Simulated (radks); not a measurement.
All-electron atom: Ce LV in [He] 3d2 (not the ground configuration).

Method: scalar-relativistic Kohn-Sham, r2SCAN, spin-polarised, spherical densities, finite nucleus; open shells are filled with parallel spins first (spin-orbit coupling, left out, can overturn this in heavy ions); meta-GGA in the generalised Kohn-Sham scheme; Fermi nuclear charge, rms radius 4.8771 fm; computed with a radial shooting solver on a logarithmic mesh with Libxc functionals.

Energy parts (eV):
total: -104426.98
kinetic: 114298.78
electron-nucleus: -220587.96
Hartree: 3051.10
exchange-correlation: -1188.90

Orbitals (lengths in bohr, moments of r in powers of bohr; r(90%) holds 90 % of the orbital's charge):
| orbital | occ. | eigenvalue (eV) | r(90%) |
|---|---|---|---|
| 1s up | 1 | -46284.51 | 0.0440 |
| 1s down | 1 | -46283.95 | 0.0440 |
| 2s up | 0 | -11269.56 | 0.153 |
| 2p up | 0 | -10771.05 | 0.139 |
| 3d up | 2 | -4608.016 | 0.281 |

The highest occupied level is 3d up at -4608.0 eV. The configuration is held as typed, so some empty levels lie below it. The electron density at the nucleus is 3.478e+05 e/bohr^3 (large components only). The density falls to 0.001 e/bohr^3 at r = 0.58 bohr. The spin density at the nucleus is -8.904 e/bohr^3 (1s -8.904).
